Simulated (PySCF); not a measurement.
ClCrO$_{2}$ (SMILES [O]=[Cr+](=[O])[Cl]), charge +1, singlet, at a GFN2-xTB geometry (such geometries of metal compounds can be far from the true shape) (the multiplicity is a formal guess). Base run: DF-PBE/STO-3G in PySCF.

Input for PySCF:
```python
from pyscf import gto, scf, dft

mol = gto.M(
    atom='''
Cr    0.30551309   -0.01734383    0.39439997
O     1.49897309   -0.68849015   -0.32476441
O    -0.54284806   -0.99267836    1.24350979
Cl   -0.88125379    0.81562353   -0.98915073
''',
    basis='sto-3g',
    charge=1,
    verbose=4,
)

mf = dft.RKS(mol)
mf.xc = 'pbe'
mf = mf.density_fit(auxbasis='def2-universal-jkfit')
mf.kernel()
```

The base run was repeated with changes; each row names its change, and settings that it needs were set with it.

```json
[
 {"change": "base", "basis functions": "37", "E (Eh)": "-1636.41207", "HOMO (eV)": "-12.22", "HOMO-LUMO gap (eV)": "1.40", "core-seconds (rough)": "6"},
 {"change": "basis = 6-31G", "basis functions": "58", "E (Eh)": "-1654.11400", "HOMO (eV)": "-14.86", "HOMO-LUMO gap (eV)": "1.53", "core-seconds (rough)": "6"},
 {"change": "basis = def2-SVP", "basis functions": "77", "E (Eh)": "-1653.88286", "HOMO (eV)": "-14.81", "HOMO-LUMO gap (eV)": "1.57", "core-seconds (rough)": "10"},
 {"change": "basis = pc-1", "basis functions": "77", "E (Eh)": "-1654.22068", "HOMO (eV)": "-14.90", "HOMO-LUMO gap (eV)": "1.58", "core-seconds (rough)": "10"},
 {"change": "basis = 6-31G**", "basis functions": "80", "E (Eh)": "-1654.17486", "HOMO (eV)": "-14.67", "HOMO-LUMO gap (eV)": "1.61", "core-seconds (rough)": "10"},
 {"change": "basis = 6-31G*", "basis functions": "80", "E (Eh)": "-1654.17486", "HOMO (eV)": "-14.67", "HOMO-LUMO gap (eV)": "1.61", "core-seconds (rough)": "9"},
 {"change": "basis = cc-pVDZ", "basis functions": "89", "E (Eh)": "-1654.33462", "HOMO (eV)": "-14.73", "HOMO-LUMO gap (eV)": "1.57", "core-seconds (rough)": "10"},
 {"change": "basis = aug-pcseg-1", "basis functions": "120", "E (Eh)": "-1654.14842", "HOMO (eV)": "-14.71", "HOMO-LUMO gap (eV)": "1.60", "core-seconds (rough)": "20"},
 {"change": "basis = aug-cc-pVDZ", "basis functions": "132", "E (Eh)": "-1654.35159", "HOMO (eV)": "-14.66", "HOMO-LUMO gap (eV)": "1.59", "core-seconds (rough)": "20"},
 {"change": "basis = pc-2", "basis functions": "150", "E (Eh)": "-1654.41866", "HOMO (eV)": "-14.70", "HOMO-LUMO gap (eV)": "1.62", "core-seconds (rough)": "20"},
 {"change": "basis = pcseg-2", "basis functions": "150", "E (Eh)": "-1654.41329", "HOMO (eV)": "-14.69", "HOMO-LUMO gap (eV)": "1.62", "core-seconds (rough)": "20"},
 {"change": "basis = cc-pVTZ", "basis functions": "162", "E (Eh)": "-1654.40439", "HOMO (eV)": "-14.66", "HOMO-LUMO gap (eV)": "1.62", "core-seconds (rough)": "20"},
 {"change": "basis = cc-pV(T+d)Z", "basis functions": "167", "E (Eh)": "-1654.40523", "HOMO (eV)": "-14.66", "HOMO-LUMO gap (eV)": "1.62", "core-seconds (rough)": "30"}
]
```

Totals compare only among sets that treat the same electrons; sets with core potentials leave the core out.
